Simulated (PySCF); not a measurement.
Simulation results for AlBFH$_{2}$

All values are calculated (PySCF 2.14.0). Calculation on a computer-drawn molecule: vertical ionisation energy to the stated ion spin, frozen-core CCSD(T) at the basis limit and cheaper methods, single-reference cases, UHF for radicals, no spin-orbit; all values are single points at the evaluated structure, the first of each entry, which is the reference or a displaced copy of it and isn't optimised; the reference structure only sets the zero of the energies above reference; triples share is (T) over the correlation energy.

Entry: AlBFH$_{2}$

Evaluated structure:
```xyz
5
AlBFH2
F     -1.5137     0.2253     1.8185
B     -1.2998    -0.3451     0.4902
Al     0.3993     0.1471    -0.5623
H     -2.1637    -1.2114     0.2435
H      0.5197     1.2326    -1.5780
```

Reference structure:
```xyz
5
AlBFH2
F     -1.4950     0.0340     1.7380
B     -1.3129    -0.4743     0.5123
Al     0.4227     0.0998    -0.6545
H     -2.1236    -1.3024     0.1741
H      0.3737     1.2699    -1.7343
```

Here we set charge 0, multiplicity 2, ion multiplicity 1, diffuse functions no, basis cc-pV(n+d)Z, reference is the Hartree-Fock double-zeta minimum, best is HF at quadruple zeta + MP2 correlation extrapolated from triple and quadruple zeta + CCSD(T) minus MP2 at triple zeta and basis step is the size of the change from the same recipe one zeta lower.

It finds ionisation energy best 7.739 eV; ionisation energy basis step 0.04758 eV; energy above reference best 8.645 kcal/mol; energy above reference basis step 0.2362 kcal/mol; total energy HF triple zeta -367.2316 hartree; total energy CCSD(T) triple zeta -367.6773 hartree; total energy best -367.7483 hartree; T1 diagnostic at triple zeta 0.02261; D1 diagnostic at triple zeta 0.08754; spin squared at triple zeta 0.7872; ion T1 diagnostic at triple zeta 0.01951; ion D1 diagnostic at triple zeta 0.05797; triples share at triple zeta 0.03188; basis functions triple zeta 127; dipole magnitude HF at triple zeta 2.032 debye; dipole magnitude CCSD unrelaxed at triple zeta 1.902 debye; dipole magnitude PBE at triple zeta 1.967 debye; dipole magnitude r2SCAN at triple zeta 2.048 debye; dipole magnitude B3LYP at triple zeta 2.051 debye; dipole magnitude wB97X at triple zeta 1.884 debye.

Drawn bonds:
```
atom  other atom  order
   1           2      1
   2           3      1
   2           4      1
   3           5      1
```

Triple zeta:
```
 method  ionisation energy (eV)  energy above reference (kcal/mol)
     HF                   7.468                              11.37
    PBE                   7.772                              7.576
 r2SCAN                   7.922                              8.176
  B3LYP                   7.823                              8.332
  wB97X                   7.685                              8.388
    MP2                   7.588                              8.886
   CCSD                   7.678                              9.276
CCSD(T)                   7.683                              8.907
```
